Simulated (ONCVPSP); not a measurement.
# Before and after: ONCV potential for Al

```
Element                 : aluminium
Generator               : ONCVPSP 4.0.1
Type                    : optimised norm-conserving Vanderbilt (ONCV)
Functional              : PBEsol
Relativity              : scalar-relativistic
Frozen core             : [Ne]
Valence charge          : 3
Reference configuration : 3s1.5 3p1.5
Partial waves           : 3s: rc 2.15 bohr, ncon 4, nbas 9, qcut 3.2 1/bohr, 2 projectors, debl 1.3 Ha; 3p: rc 2.70 bohr, ncon 4, nbas 8, qcut 3.1 1/bohr, 1 projector; d scattering state at 0.21 Ha: rc 2.15 bohr, ncon 3, nbas 6, qcut 4.2 1/bohr, local
Local potential         : the d channel
Core correction         : Teter function, fcfact 1.75, rcfact 1.35
```

Change: d: rc 1.5.

Cutoffs: the cutoffs (Ha) at which the residual kinetic energy of the hardest occupied pseudo-wave falls to 1 and 0.1 mHa per electron; they do not see the model core or the augmentation charge, which bear on the density cutoff. Errors are all-electron minus pseudo energies relative to the spin-unpolarised reference configuration.

Task: Predict the effect on cutoff, ghosts and configuration errors.

Result: The potential gets neither clearly harder nor softer (4.9 Ha and 26 Ha → 4.9 Ha and 26 Ha); the lowest positive-energy flag moves from s at 121.0 eV to s at 48.8 eV; the errors of the 4 common tests hardly move; the range in which the s phases agree narrows (upper end 2.9 → 1.8); neither file shows a bound ghost.

| quantity | base | changed |
| --- | --- | --- |
| cutoff, loose | 4.9 Ha | 4.9 Ha |
| cutoff, tight | 26 Ha | 26 Ha |
| bound ghosts | none | none |
| GHOST(+) flags under 300 eV | s at 121.0 eV | s at 48.8 eV |
| error for 3s2 3p1, meV [ΔE -2.54 eV] | -0.9 | -0.7 |
| error for 3s2 3p0, meV [ΔE 3.20 eV] | -2.7 | -2.5 |
| error for 3s1 3p0, meV [ΔE 22.37 eV] | -19 | -19 |
| error for 3s1 3p2, meV [ΔE 2.58 eV] | -0.6 | -0.8 |
| s: phases at 2.18 bohr within 0.05 rad from the reference energy up to (Ha; the scan ends near 5) | 2.9 | 1.8 |
| p: phases at 2.74 bohr within 0.05 rad from the reference energy up to (Ha; the scan ends near 5) | 1.0 | 0.9 |
| rms error of d²Exc/dni dnj with the model core, mHa | 0.06 | 0.06 |
